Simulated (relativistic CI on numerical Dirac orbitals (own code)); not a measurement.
# How well does a small relativistic CI reproduce Ba⁵⁺?

Calculated at this level of theory: Dirac-Coulomb-Breit CI, KLI orbitals optimised for each configuration, model QED, valence Slater integrals scaled by 0.85, P86 correlation energy added to each configuration (own radial code, finite nucleus).

Configuration list (outside the closed core [Kr] 4d10): 5s2 5p3, 5s 5p4, 5s2 5p2 5d, 5p5, 5s2 5p2 4f, 5s 5p3 5d, 5s2 5p2 5f, 5s2 5p2 6s, 5s2 5p2 5g, 5s2 5p 4f 5d, 5s2 5p2 6p, 5s 5p3 4f, 5s 5p3 5f, 5p4 4f, 5s 5p2 4f2, 5s 5p3 5g, 5s2 5p2 6d, 5p4 5d, 5s2 5p2 7s, 5s2 5p 5d 5f, 5s 5p2 5d2, 5s 5p3 6s, 5s2 5p2 7p, 5s2 5p 4f 6s, 5s2 5p 4f 5g, 5s 5p2 5d 6s, 5s 5p3 6p, 5s2 5p2 6f, 5s2 5p 4f2, 5s2 4f2 5d, 5s2 4f3, 5s 5p 4f2 5d, 5s2 4f2 5f, 5s2 4f2 6s, 5s2 5p 5d2, 5s2 5d3, 5s2 4f 5d2, 5s 5p 5d3, 5s2 5d2 5f, 5s2 5d2 6s, 5p3 4f2, 5p2 4f2 5d, 5p2 4f3, 5p2 4f2 5f, 5p2 4f2 6s, 5s2 5p 5f2, 5s2 5d 5f2, 5s2 4f 5f2, 5s 5p 5d 5f2, 5s2 5f3, 5s2 5f2 6s. Double excitations out of closed p, d and f shells are left out; levels of such configurations are missing from the list, as are those of other unlisted configurations, and high levels can miss mixing partners. These lack a partner that the ground configuration has and come out too high: 5s2 5p2 5g, 5s2 5p2 6p, 5s 5p3 4f, 5s 5p3 5f, 5s 5p3 5g.

```tsv
Configuration	Term (tabulated)	J	Measured (cm⁻¹)	Computed	Error	Purity (%)
5s2 5p3	4S°	3/2	0.0	0	0	70
5s2 5p3	2D°	3/2	17260.6	17088	-173	65
5s2 5p3	2D°	5/2	23547.2	23398	-149	97
5s2 5p3	2P°	1/2	36155.7	34989	-1166	97
5s2 5p3	2P°	3/2	49621.0	48426	-1195	66
5s2 5p2 5d	4F	3/2	180293.1	182175	1882	56
5s2 5p2 5d	4F	5/2	183552.2	184881	1329	57
5s2 5p2 5d	2F	5/2	191382.2	192788	1406	65
5s2 5p2 5d	4F	7/2	192561.2	193733	1171	76
5s2 5p2 5d	4D	1/2	193882.1	194211	329	58
5s2 5p2 5d	4D	3/2	197255.4	198438	1182	75
5s2 5p2 5d	4P	5/2	214870.8	218692	3821	67
5s2 5p2 5d	4P	1/2	218693.8	222385	3692	57
5s2 5p2 5d	2D	3/2	224093.2	225272	1179	62
5s2 5p2 5d	2D	5/2	228330.9	232003	3672	66
5s2 5p2 5d	2D †	3/2	235818.7	239497	3679	56
5s2 5p2 5d	2D †	5/2	236640.5	242919	6278	84
5s2 5p2 5d	2D †	5/2	243103.4	260651	17548	57
5s2 5p2 6s	4P	1/2	247725.6	252574	4848	72
5s2 5p2 5d	2D †	3/2	256774.8	259316	2541	87
5s2 5p2 6s	4P	3/2	261563.8	265828	4265	91
5s2 5p2 6s	2P	1/2	265653.5	270480	4827	77
5s2 5p2 6s	4P	5/2	267649.7	272082	4432	63
5s2 5p2 6s	2D	5/2	288565.1	293179	4614	61
5s2 5p2 6s	2S	1/2	307387.0	314885	7498	85
```

Measured levels from Sansonetti and Curry, J. Phys. Chem. Ref. Data 39, 043103 (2010); pairs were made by configuration, J and term (by order where the table uses no LS term), so strongly mixed levels may be paired wrongly.

Mean error by configuration (cm⁻¹): 5s2 5p3 -671; 5s2 5p2 5d 1966; 5s2 5p2 6s 5081. Over the excited levels the mean absolute error is 2641 cm⁻¹ (24 of the 46 excited levels that our extract of the source holds in range could be paired, and the others can miss by more), and the median relative error of those above 1,000 cm⁻¹ is 1.6 %. † marks terms whose computed intervals miss the measured ones by more than a factor of 2.5, or configurations far off the rest, from wrong mixing, a near crossing or a doubtful label or measurement; they are left out of the means.
